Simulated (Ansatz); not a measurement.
Born–Oppenheimer molecular dynamics of C₂H₆O₂Sn (11 atoms, charge 0, multiplicity 1). It starts at the highest image of a converged band. Of that band: The profile has 3 maxima (images 1, 3, 5) with wells between them (images 2, 4): this band takes more than one step, which may be the mechanism or a detour left from its start path. Neighbouring images differ by up to 2.6 eV, so the band resolves the path poorly. A vibrational analysis at the climbing image gives one clearly imaginary mode, 1954i cm⁻¹: a first-order saddle point.

Computed with Ansatz, RKS PBE0-D4/def2-SVP.

| Property | Result |
| --- | --- |
| ensemble | NVE (velocity Verlet) |
| time step | 0.5 fs |
| steps asked | 200 |
| starting velocities drawn for | 300 K |
| seed | 9861 |

First frame:

```xyz
11
Properties=species:S:1:pos:R:3
O 0.688 0.714 1.823
C 0.958 -0.296 1.036
O 1.628 -1.272 1.493
C 0.515 -0.567 -0.302
Sn -1.248 0.333 -1.071
H 0.220 1.398 1.319
H 1.140 -1.718 0.435
H 1.362 -0.554 -1.004
H -1.465 1.796 -0.157
H -1.091 0.738 -2.726
H -2.643 -0.628 -0.826
```

Question: What does the run give?

Answer: All steps were run.

| Item | Value |
| --- | --- |
| steps done | 200 |
| time covered | 100 fs |
| mean temperature over the second half | 978 K |
| spread of the potential energy over the second half | 29.2 meV per atom |
| mean potential energy of the second half above the start | -71.7 meV per atom |

The conserved energy stayed within 0.69 meV per atom of its start (net change 0.0031 meV per atom), so the integration is sound. The kinetic energy rose, since the run started high on the potential surface and went downhill. A run of 0.1 ps of so small a system gives no equilibrium averages. The orbitals stay closed-shell, which can raise the energy where a bond breaks towards radicals; this wasn't checked here.

Question: What happens to the structure?

Answer: Between its relaxed ends the band would form C4–H7 and break O3–H7. These pairs go: C4–H7 1.50 → 2.05 Å, O3–H7 1.25 → 0.90 Å. In the last frame they stand as before the step (other bonds may differ from the relaxed reactants and products). It ends as one piece, C2H6O2Sn. Pairs count as bonded within 1.25 times the sum of covalent radii (0.12 Å more for H–H). Another seed would give other details.

Question: How do temperature and energy run in time?

Answer: 
```json
{"time (fs)": "0.0", "T (K)": "300", "potential energy less start (eV)": "0.000", "conserved less start (meV/atom)": "0.00"}
{"time (fs)": "8.0", "T (K)": "379", "potential energy less start (eV)": "-0.091", "conserved less start (meV/atom)": "0.15"}
{"time (fs)": "16.0", "T (K)": "1000", "potential energy less start (eV)": "-0.813", "conserved less start (meV/atom)": "0.16"}
{"time (fs)": "24.0", "T (K)": "867", "potential energy less start (eV)": "-0.660", "conserved less start (meV/atom)": "0.03"}
{"time (fs)": "32.0", "T (K)": "963", "potential energy less start (eV)": "-0.774", "conserved less start (meV/atom)": "-0.24"}
{"time (fs)": "40.0", "T (K)": "1175", "potential energy less start (eV)": "-1.025", "conserved less start (meV/atom)": "-0.64"}
{"time (fs)": "48.0", "T (K)": "905", "potential energy less start (eV)": "-0.701", "conserved less start (meV/atom)": "0.26"}
{"time (fs)": "56.0", "T (K)": "461", "potential energy less start (eV)": "-0.182", "conserved less start (meV/atom)": "0.47"}
{"time (fs)": "64.0", "T (K)": "1121", "potential energy less start (eV)": "-0.961", "conserved less start (meV/atom)": "-0.51"}
{"time (fs)": "72.0", "T (K)": "1321", "potential energy less start (eV)": "-1.192", "conserved less start (meV/atom)": "-0.40"}
{"time (fs)": "80.0", "T (K)": "791", "potential energy less start (eV)": "-0.571", "conserved less start (meV/atom)": "-0.03"}
{"time (fs)": "88.0", "T (K)": "1229", "potential energy less start (eV)": "-1.080", "conserved less start (meV/atom)": "0.08"}
{"time (fs)": "96.0", "T (K)": "906", "potential energy less start (eV)": "-0.703", "conserved less start (meV/atom)": "0.18"}
```

Time of the run: 8.1 min on 2 threads of AMD EPYC 9R14 (Zen 4), on a shared host, peak memory 0.28 GiB.
